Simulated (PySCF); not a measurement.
## `N#C[SiH-]S[SiH3]`, [CH₄NSSi₂]-, charge -1

Geometry:
```tsv
atom	x (Å)	y (Å)	z (Å)
N1	1.874	2.409	-0.308
C2	1.808	1.247	-0.230
Si3	1.936	-0.669	-0.171
S4	0.047	-1.129	-1.377
Si5	-1.418	-0.409	-0.044
H6	1.266	-0.738	1.213
H7	-1.253	1.035	0.317
H8	-2.788	-0.540	-0.669
H9	-1.498	-1.184	1.241
```

Total charge -1.

Theory: GIAO KT3/aug-pcSseg-1 magnetisability, rotational g tensor and spin-rotation constants, non-relativistic, gas phase in PySCF 2.14.0. Geometry: PBE0-D3(BJ)/def2-SVP.

For an ion the centre-of-mass motion in the field is neglected.

(1) What are the magnetisability and the molar susceptibility?

(2) Split it along the inertial axes a, b, c into diamagnetic and paramagnetic parts about the centre of mass, with the quadrupole moment.

(3) And the rotational g tensor?

Answers

(1) Isotropic -1186 × 10⁻³⁰ J/T², or -71.4 × 10⁻⁶ cm³/mol; principal values -1252, -1187, -1118 × 10⁻³⁰ J/T², anisotropy 116 × 10⁻³⁰ J/T² (root of half the summed squared differences of the principal values). The susceptibility is in cgs units.

(2) 
```csv
axis,χ (10⁻⁶ cm³/mol),diamagnetic (10⁻⁶ cm³/mol),paramagnetic (10⁻⁶ cm³/mol),summed x² of all electrons (Å²),quadrupole Θ (D Å)
a,-73.2,-458.8,385.6,165.8,-13.07
b,-73.1,-843.4,770.4,75.2,+0.13
c,-67.9,-1022.6,954.7,33.0,+12.95
```
Anisotropies 2χaa − χbb − χcc = -5.5 and 2χbb − χaa − χcc = -5.0 × 10⁻⁶ cm³/mol. Θ is traceless in Buckingham's convention.

(3) 
```
axis  rotational constant (GHz)        g  nuclear part  electronic part
   a                     3.4261  -0.0696        0.5510          -0.6206
   b                     1.5868  -0.0382        0.5361          -0.5743
   c                     1.2675  -0.0381        0.5304          -0.5685
```
Asymmetric top; isotopes 12C, 1H, 14N, 32S, 28Si; no vibrational averaging.
